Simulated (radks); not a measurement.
The nuclear charge of neutral barium is varied continuously with 56 electrons held in [Xe] 6s2. Calculated with a radial shooting solver on a logarithmic mesh with Libxc functionals: Dirac Kohn-Sham, PBEsol, spin-unpolarised, spherical densities, finite nucleus; Fermi nuclear charge, rms radius 4.8378 fm. By the Hellmann-Feynman theorem dE/dZ = E(electron-nucleus)/Z, the electronic potential at the nucleus (averaged over a nucleus of fixed radius).

| Z | E (hartree) | E(electron-nucleus)/Z (hartree) | HOMO | e(HOMO) (eV) | <r> HOMO (bohr) |
|---|---|---|---|---|---|
| 55.8 | -8065.2894 | -351.591 | 6s1/2 | -2.251 | 5.036 |
| 55.9 | -8100.4931 | -352.482 | 6s1/2 | -2.738 | 4.895 |
| 56 | -8135.7858 | -353.373 | 6s1/2 | -3.246 | 4.767 |
| 56.1 | -8171.1676 | -354.264 | 6s1/2 | -3.774 | 4.650 |
| 56.2 | -8206.6385 | -355.155 | 6s1/2 | -4.320 | 4.543 |
| 56.3 | -8242.1986 | -356.046 | 6s1/2 | -4.885 | 4.444 |
| 56.4 | -8277.8477 | -356.937 | 6s1/2 | -5.466 | 4.352 |
| 56.5 | -8313.5859 | -357.828 | 6s1/2 | -6.065 | 4.266 |
| 56.6 | -8349.4133 | -358.720 | 6s1/2 | -6.679 | 4.185 |
| 56.7 | -8385.3299 | -359.612 | 6s1/2 | -7.309 | 4.110 |
| 56.8 | -8421.3357 | -360.504 | 6s1/2 | -7.954 | 4.039 |
| 56.9 | -8457.4308 | -361.397 | 6s1/2 | -8.615 | 3.971 |
| 57 | -8493.6150 | -362.289 | 6s1/2 | -9.289 | 3.907 |

The central difference of E at Z = 56 is -353.373 hartree, to compare with the third column; the second derivative is -8.91 hartree.
